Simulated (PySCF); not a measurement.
## Excitation energy of F²⁺ by level of theory

F²⁺ [He] 2s2 2p3 (4S) → F²⁺ [He] 2s1 2p4 (4P), as a difference of total energies. Computed with PySCF 2.14 in aug-cc-pVTZ-DK (5s4p3d2f, 46 functions), with the spin-free X2C one-electron Hamiltonian (Gaussian nucleus). Correlated levels: valence: 1s2 frozen. The calculations carry no spin-orbit coupling.

| method | excitation energy (eV) |
| --- | --- |
| UHF | 18.968 |
| LDA | 18.168 |
| PBE | 17.882 |
| PBE0 | 18.235 |
| r2SCAN | 17.872 |
| B2PLYP | 18.624 |
| M06-L | 18.191 |
| B3LYP | 18.229 |
| CAM-B3LYP | 18.382 |
| ROHF | 18.902 |
| MP2 (valence) | 19.009 |
| SCS-MP2 (valence) | 19.017 |

Q: How much does correlation contribute at MP2 (valence)?

A: 19.009 − (18.968) = 0.041 eV, measured against UHF.

A first-order spin-orbit estimate (lowest level to lowest level, LS coupling) adds -0.023 eV.
